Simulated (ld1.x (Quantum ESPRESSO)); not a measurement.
What the settings do to the TM potential of O

Base potential:

- Element: O (Z = 8)
- Generator: ld1.x (Quantum ESPRESSO) 7.5
- Type: norm-conserving Troullier–Martins (Kleinman–Bylander form)
- Functional: PBE
- Relativity: scalar-relativistic
- Frozen core: [He]
- Valence charge: 6
- Reference configuration: 2s1 2p5
- Partial waves: 2s (bound): rc 0.85 bohr; 2p (bound): rc 2.10 bohr; 3d channel at 0.25 Ry: rc 1.80 bohr
- Local potential: all-electron potential smoothed inside 1.45 bohr (lloc = -1)
- Core correction: Bessel-smoothed model core, default radius (core density twice the valence density)

Cutoffs, loose and tight: the cutoffs (Ry, on a coarse ladder) from which the occupation-weighted sum of valence levels, in a spherical-Bessel basis at the reference potential, stays within 10 and 1 mRy of its value at 400 Ry. They do not see the model core or the augmentation charge, which bear on the density cutoff. Test errors are all-electron minus pseudo excitation energies from the reference, over the configurations 2s2 2p4; 2s2 2p3; 2s2 2p2; 2s2 2p4.3; 2s0 2p6; 2s2 2p1; 2s2 2p0. A dash means not determined; rows that change the core or the reference have their own tests. The largest error is taken over the tests solved by every variant that gives reliable tests at all: 2s0 2p6; 2s2 2p1; 2s2 2p2; 2s2 2p3; 2s2 2p4; 2s2 2p4.3.

A true bound ghost makes a file unfit for plane-wave use even where its test errors are small: the radial tests pick states by their node count and pass the ghost by.

| change | outcome | cutoff, loose | cutoff, tight | bound ghosts | largest test error (meV) |
| --- | --- | --- | --- | --- | --- |
| base | generated | 70 Ry | 160 Ry | none | +3598 |
| all radii but the core radius scaled by about 0.84 (s 0.72, p 1.76, d 1.52 bohr); local potential all-electron potential smoothed inside 1.22 bohr (lloc = -1) | generated | 70 Ry | 180 Ry | none | +1993 |
| all radii but the core radius scaled by about 0.89 (s 0.76, p 1.86, d 1.60 bohr); local potential all-electron potential smoothed inside 1.28 bohr (lloc = -1) | generated | 70 Ry | 180 Ry | none | +2379 |
| all radii but the core radius scaled by about 1.03 (s 0.88, p 2.16, d 1.86 bohr); local potential all-electron potential smoothed inside 1.50 bohr (lloc = -1) | generated | 60 Ry | 160 Ry | s | +3870 |
| all radii but the core radius scaled by about 1.12 (s 0.96, p 2.36, d 2.02 bohr); local potential all-electron potential smoothed inside 1.62 bohr (lloc = -1) | generated | 50 Ry | 140 Ry | none | +6239 |
| all radii but the core radius scaled by about 1.19 (s 1.02, p 2.50, d 2.14 bohr); local potential all-electron potential smoothed inside 1.72 bohr (lloc = -1) | generated | 50 Ry | 120 Ry | none | +6361 |
| all radii but the core radius scaled by about 1.27 (s 1.08, p 2.66, d 2.28 bohr); local potential all-electron potential smoothed inside 1.84 bohr (lloc = -1) | generated | 50 Ry | 110 Ry | none | +7218 |
| all radii but the core radius scaled by about 1.33 (s 1.14, p 2.80, d 2.40 bohr); local potential all-electron potential smoothed inside 1.94 bohr (lloc = -1) | generated | 45 Ry | 100 Ry | none | +8186 |

Question: What comes out with this change to the base: all radii but the core radius scaled by about 0.75 (s 0.64, p 1.56, d 1.34 bohr); local potential all-electron potential smoothed inside 1.08 bohr (lloc = -1)?

Answer: outcome: generated; cutoff, loose: 140 Ry; cutoff, tight: 230 Ry; bound ghosts: none; largest test error (meV): +1263.

Question: What comes out with this change to the base: all radii but the core radius scaled by about 0.96 (s 0.82, p 2.02, d 1.72 bohr); local potential all-electron potential smoothed inside 1.38 bohr (lloc = -1)?

Answer: outcome: generated; cutoff, loose: 70 Ry; cutoff, tight: 180 Ry; bound ghosts: none; largest test error (meV): +3070.

Question: What comes out with this change to the base: all radii but the core radius scaled by about 1.39 (s 1.18, p 2.92, d 2.50 bohr); local potential all-electron potential smoothed inside 2.02 bohr (lloc = -1)?

Answer: outcome: generated; cutoff, loose: 40 Ry; cutoff, tight: 90 Ry; bound ghosts: none; largest test error (meV): +9239.

Reading the sweep of the scale of all radii but the core radius (base = 1) (base included, trends over the rows without a ghost): The loose cutoff falls from 140 Ry at 0.75 to 40 Ry at 1.39. A larger radius leaves more room for a smooth pseudo-wave, so fewer plane waves are needed; a smaller one forces it to follow the all-electron wave where it bends sharply. The median size of the test errors (rows with all tests solved) rises from 93.5 meV at 0.75 to 576.8 meV at 1.33. More of the atom is replaced by a form fitted at one configuration, so other configurations suffer as the radius grows. Bound ghosts are found at 1.03.
